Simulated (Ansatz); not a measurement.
Consider the atomization: `[F][Al]([F])[SeH]` → Al• + 2 F• + H• + Se•.

Calculated with Ansatz (gas phase, PBE0-D4/def2-TZVP geometries, no zero-point term in ΔE). CBS: MP2 limit from def2 TZ/QZ plus the TZ coupled-cluster correction, frozen cores. This one scheme is used for every species, atoms too. DFT in def2-TZVPP. No spin–orbit coupling; open shells (•) take unrestricted orbitals. Spin–orbit coupling would lower the free atoms: a little for Al, F; clearly for Se. Bonds to Se are less sure, by a few kJ/mol each and by 10 to 20 or more in all where they break to atoms, as the def2 sets lack core-valence functions. Scalar relativity is left out up to krypton. One conformer a species, not always the lowest.

`[F][Al]([F])[SeH]`:

Cartesian coordinates in Å:
```
F 0.783 -1.607 1.290
Al 0.402 -0.484 0.163
F 1.303 -0.384 -1.201
Se -1.372 0.912 0.521
H -1.116 1.562 -0.773
```

Task: What is ΔE at CCSD(T)/CBS? (An estimate is asked.)

Result: Ansatz gave: +1843.1 kJ/mol.

Task: What do these levels give: LDA (SPW92), r2SCAN-D4, PBE0-D4, ωB97X-V, BHLYP, LC-ωPBE, CCSD/def2-SVP, MP2/def2-TZVPP, SCS-MP2/def2-TZVPP, CCSD/def2-TZVPP, CCSD(T)/def2-TZVPP, HF/CBS(def2)? (Estimate.)

Result: Computed: LDA (SPW92) 2074.2, r2SCAN-D4 1829.1, PBE0-D4 1781.9, ωB97X-V 1816.6, BHLYP 1711.1, LC-ωPBE 1801.4, CCSD/def2-SVP 1670.7, MP2/def2-TZVPP 1856.7, SCS-MP2/def2-TZVPP 1811.1, CCSD/def2-TZVPP 1745.2, CCSD(T)/def2-TZVPP 1777.3, HF/CBS(def2) 1338.8 kJ/mol.

Largest T1 diagnostic among the species: 0.018.

From r2SCAN to r2SCAN0 (25 % exact exchange), in def2-TZVPP and without D4, ΔE moves by −53.5 kJ/mol: exact exchange takes away binding that semilocal exchange gives to molecules. The D4 term adds +16.3 kJ/mol with B3LYP and +8.4 kJ/mol with PBE0; it sums over pairs of atoms, weighted by their polarisabilities, and B3LYP, whose exchange is more repulsive, gets the larger term.

B3LYP here is the variant with VWN-RPA as its local correlation; programs differ in this.

For atomizations the MP2-based limit and the directly extrapolated one differ by several kJ/mol either way, and by 10 to 25 for some Ge, Se and Sn compounds, so smaller differences from it don't rank the levels.
